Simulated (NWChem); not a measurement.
CH₅F₂NSn; SMILES [F][Sn]([NH2])([F])[CH3]

```xyz
10

C     -0.0030     1.9897    -0.7420
Sn    -0.0002     0.0139     0.0229
N      0.0014    -1.5870    -1.2099
F     -1.5413    -0.2042     1.1800
F      1.5421    -0.2001     1.1790
H     -0.0046     1.9593    -1.8391
H     -0.9020     2.5013    -0.3741
H      0.8961     2.5029    -0.3766
H     -0.8185    -2.1697    -1.0394
H      0.8232    -2.1672    -1.0405
```
Atoms are numbered in this order, from 1.

Computed with NWChem. STO-3G and 3-21G are far too small for this property and stand as cheap habits. The geometry was optimised at PBE0/def2-SVP. No frequency run checked for a minimum. def2 effective core potentials on Sn; no spin-orbit coupling. B3LYP is NWChem's, with the RPA form of VWN correlation. Field at 589 nm.

For level B3LYP/def2-SVP (core potentials):

| Quantity | Result |
|---|---|
| isotropic polarisability (bohr³) | 48.6 |
| anisotropy (bohr³) | 16.1 |

Question: How do the values read with level B3LYP/STO-3G (all-electron, non-relativistic) instead?

Answer: 
| Item | Result |
|---|---|
| isotropic polarisability (bohr³) | 26.9 |
| anisotropy (bohr³) | 7.6 |
